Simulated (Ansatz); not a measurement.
C₂H₁₀N₂Si (`CN(C)N[SiH3]`). The species carries charge 0 and has multiplicity 1. All single points use the PBE0-D4/def2-TZVP geometry. It is one conformer, not always the lowest.

```xyz
15

C     0.635   -1.364   -0.566
N     0.346   -0.625    0.643
C    -1.014   -0.825    1.094
N     0.649    0.743    0.517
Si    0.097    1.841   -0.696
H     1.679   -1.216   -0.843
H     0.469   -2.428   -0.384
H     0.003   -1.065   -1.421
H    -1.177   -1.890    1.275
H    -1.167   -0.284    2.027
H    -1.769   -0.483    0.365
H     1.422    1.004    1.106
H     0.658    3.154   -0.288
H     0.555    1.532   -2.082
H    -1.388    1.907   -0.748
```

(1) What is the dipole moment at r2SCAN/def2-TZVPP? (An estimate is asked.)

(2) And with PBE, B3LYP, ωB97M-V? (Estimate.)

(3) Give the Mulliken charges with r2SCAN, ωB97M-V, PBE in def2-TZVPP. (An estimate is asked.)

Answers

(1) The calculation gave: 0.69 D, with components (0.15, -0.64, 0.21) D in this frame, pointing from negative to positive charge.

(2) Ansatz gave: PBE 0.69 D, B3LYP 0.61 D, ωB97M-V 0.59 D.

(3) Ansatz gave: 
| atom | r2SCAN | ωB97M-V | PBE |
| --- | --- | --- | --- |
| C1 | -0.04 | -0.24 | -0.17 |
| N2 | -0.13 | -0.15 | -0.10 |
| C3 | -0.04 | -0.22 | -0.16 |
| N4 | -0.34 | -0.28 | -0.27 |
| Si5 | 0.36 | 0.24 | 0.25 |
| H6 | 0.06 | 0.12 | 0.10 |
| H7 | 0.05 | 0.11 | 0.08 |
| H8 | 0.03 | 0.09 | 0.06 |
| H9 | 0.05 | 0.11 | 0.08 |
| H10 | 0.05 | 0.12 | 0.09 |
| H11 | 0.03 | 0.09 | 0.06 |
| H12 | 0.17 | 0.13 | 0.16 |
| H13 | -0.08 | -0.03 | -0.06 |
| H14 | -0.09 | -0.05 | -0.07 |
| H15 | -0.08 | -0.04 | -0.06 |

B3LYP here is the variant with VWN-RPA as its local correlation; programs differ in this.
